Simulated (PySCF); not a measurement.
CH8Ge2, SMILES [GeH3][GeH2][CH3].

Geometry optimised at PBE0-D3(BJ)/def2-SVP. This is a generated structure with no PubChem entry under its InChIKey; it may be hypothetical.

All values below come from PBE0-D3(BJ)/def2-SVP run with PySCF.

Frequencies are harmonic and unscaled.

Problem. Estimate the vibrational spectrum. (Estimate from the structure and the level; the computed values follow.)

Solution. 
| mode | ν (cm⁻¹) | IR (km/mol) | moving atoms (share of kinetic energy) |
|---|---|---|---|
| 1 | 75 | 0.0 | H 92 % |
| 2 | 117 | 0.8 | C 45 %, H 28 %, Ge 27 % |
| 3 | 137 | 0.1 | H 97 % |
| 4 | 268 | 0.1 | Ge 95 % |
| 5 | 338 | 15.0 | H 97 % |
| 6 | 448 | 18.3 | H 93 % |
| 7 | 472 | 0.4 | H 93 % |
| 8 | 603 | 35.9 | C 61 %, H 20 %, Ge 19 % |
| 9 | 627 | 0.7 | H 96 % |
| 10 | 669 | 79.0 | H 93 % |
| 11 | 784 | 328.5 | H 93 % |
| 12 | 850 | 16.0 | H 87 %, C 10 % |
| 13 | 865 | 23.6 | H 82 %, C 17 % |
| 14 | 880 | 19.4 | H 97 % |
| 15 | 888 | 35.4 | H 99 % |
| 16 | 891 | 59.2 | H 99 % |
| 17 | 1254 | 3.8 | H 81 %, C 19 % |
| 18 | 1436 | 2.3 | H 96 % |
| 19 | 1436 | 6.5 | H 96 % |
| 20 | 2132 | 120.5 | H 99 % |
| 21 | 2134 | 48.6 | H 98 % |
| 22 | 2141 | 49.8 | H 99 % |
| 23 | 2149 | 200.8 | H 98 % |
| 24 | 2153 | 140.7 | H 98 % |
| 25 | 3069 | 5.2 | H 97 % |
| 26 | 3182 | 1.0 | H 90 %, C 10 % |
| 27 | 3183 | 1.8 | H 90 %, C 10 % |
